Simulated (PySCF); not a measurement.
Compound: C2H3F3O2Si.
Atom-mapped SMILES: `[O:1]=[C:2]([SiH2:3][OH:4])[C:5]([F:6])([F:7])[F:8]` (hydrogens: H9, H10 on Si3; H11 on O4)

The same species was optimised twice, with GFN2-xTB and with PBE0-D3(BJ)/def2-SVP (PySCF), and the same property calculations (PySCF, gas phase) were run on both structures.

| coordinate | GFN2-xTB | PBE0-D3(BJ)/def2-SVP | change |
| --- | --- | --- | --- |
| Si3–O4 (Å) | 1.610 | 1.654 | +0.044 |
| C2–Si3 (Å) | 1.926 | 1.944 | +0.018 |
| C5–F8 (Å) | 1.331 | 1.318 | -0.013 |
| C5–F7 (Å) | 1.345 | 1.334 | -0.011 |
| C5–F6 (Å) | 1.345 | 1.335 | -0.010 |
| O1=C2 (Å) | 1.203 | 1.207 | +0.004 |
| C2–C5 (Å) | 1.541 | 1.538 | -0.003 |
| Si3–C2–C5 (°) | 116.2 | 122.8 | +6.6 |
| O1–C2–Si3 (°) | 123.6 | 117.6 | -6.0 |
| C2–Si3–O4 (°) | 105.2 | 100.6 | -4.6 |
| C2–C5–F8 (°) | 114.9 | 112.8 | -2.1 |
| F7–C5–F8 (°) | 107.4 | 109.1 | +1.7 |
| F6–C5–F8 (°) | 107.4 | 109.1 | +1.7 |
| F6–C5–F7 (°) | 106.5 | 108.0 | +1.5 |
| C2–C5–F6 (°) | 110.2 | 108.8 | -1.4 |
| O1–C2–Si3–O4 (°) | 0 | 0 | 0 |
| O1–C2–C5–F6 (°) | 122 | 123 | +1 |

Rotational constants: A = 3161, B = 1082, C = 948.9 MHz (GFN2-xTB) against A = 3191, B = 1068, C = 940.7 MHz (PBE0-D3(BJ)/def2-SVP). Atoms that the bonding makes alike are paired by their places after alignment.

On the GFN2-xTB structure: lowest singlet, TDDFT (eV) 3.41 [PBE0/def2-SVPD]; isotropic polarisability (au) 58.2 [PBE0/def2-SVPD]; HOMO (eV) -8.15 [PBE0/def2-SVPD]; LUMO (eV) -2.54 [PBE0/def2-SVPD]; dipole (D) 1.48 [PBE0/def2-SVPD].

Question: What do these properties become on the PBE0-D3(BJ)/def2-SVP structure?

Answer: 
| property | level | on GFN2-xTB | on PBE0-D3(BJ)/def2-SVP | change |
| --- | --- | --- | --- | --- |
| lowest singlet, TDDFT (eV) | PBE0/def2-SVPD | 3.41 | 3.51 | +0.10 |
| isotropic polarisability (au) | PBE0/def2-SVPD | 58.2 | 59.2 | +1.0 |
| HOMO (eV) | PBE0/def2-SVPD | -8.15 | -8.35 | -0.20 |
| LUMO (eV) | PBE0/def2-SVPD | -2.54 | -2.63 | -0.09 |
| dipole (D) | PBE0/def2-SVPD | 1.48 | 1.07 | -0.41 |
| energy, GFN2-xTB geometry as zero (kcal/mol) | PBE0/def2-SVPD | 0.0 | -2.7 | -2.7 |

The heavy atoms differ by 0.099 Å rms after alignment (one structure mirrored). Among bonds between heavy atoms Si3–O4 changes most (+0.044 Å). Changes are differences of the printed values. Neither structure is proved a minimum here.

The values belong to the conformer `[O:1]=[C:2]([SiH2:3][OH:4])[C:5]([F:6])([F:7])[F:8]`: O1–C2–Si3–O4 0°, O1–C2–C5–F6 123°, H–O4–Si3–C2 0°.
